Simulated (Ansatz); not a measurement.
Co2Si5, relaxed as a singlet with RKS PBE-D4/def2-SVP in Ansatz, starting from the GFN2-xTB geometry. Force threshold 0.02 eV/Å.

The restricted singlet is unstable towards broken spin symmetry in Hartree–Fock (as tested in another run); at PBE-D4/def2-SVP this wasn't settled. The relaxation made no stability test and no search for a lower SCF solution. At PBE0-D4/def2-TZVP a quintet of charge 0 lies 1.19 eV below the restricted singlet, each at its own geometry. The structure comes from a short search, and lower isomers may exist.

Start:

```csv
atom,x (Å),y (Å),z (Å)
Co1,-1.3121,-0.6159,1.2766
Co2,1.8736,0.2391,0.4155
Si3,1.6440,0.7819,-1.7351
Si4,-2.4210,-0.2770,-0.6273
Si5,0.1441,1.0313,1.5563
Si6,-0.5685,0.3994,-1.6991
Si7,0.6399,-1.5590,0.8131
```

```tsv
step	energy (eV)	largest force component (eV/Å)	SCF passes
1	-114586.9122	1.930	46
2	-114587.4944	0.936	35
3	-114587.6749	0.468	35
4	-114587.7014	0.272	35
5	-114587.7579	0.649	38
6	-114587.9104	0.737	37
7	-114588.1254	0.618	45
8	-114588.3135	0.465	47
9	-114588.4223	0.217	48
10	-114588.5031	0.342	45
11	-114588.6756	0.603	45
12 (rejected)	-114588.6651	0.884	55
13	-114588.7897	0.295	48
14	-114588.8421	0.244	47
15	-114588.9318	0.282	49
16	-114589.0353	0.746	66
17	-114589.3460	1.221	57
18	-114589.3647	2.246	43
19	-114589.6566	0.514	40
20 (rejected)	-114589.6199	0.696	44
21	-114589.7138	0.134	36
22	-114589.7248	0.070	29
23	-114589.7264	0.023	29
24 (rejected)	-114589.7258	0.066	29
25	-114589.7265	0.003	30
```

Force components are those of the run's own axes.

End:

```
atom    x (Å)    y (Å)    z (Å)
 Co1  -0.8732  -0.3456   1.0730
 Co2   1.3256   0.2441   0.4654
 Si3   0.9825  -0.2006  -1.6819
 Si4  -1.4452  -0.8506  -1.0110
 Si5   0.0187   1.5887   1.6104
 Si6  -0.5488   1.3859  -0.6441
 Si7   0.5405  -1.8219   0.1881
```

Bonds formed: Co1–Si6, Co2–Si6, Si3–Si4, Si3–Si7, Si4–Si7, Si5–Si6 (atoms count from 1). Metal–metal contacts that move far: Co1–Co2 3.41 to 2.36 Å.

No frequencies were taken in this run, so the end may be a saddle point.

Run time 69 s (4 threads of Arm Neoverse V2 on a shared host).
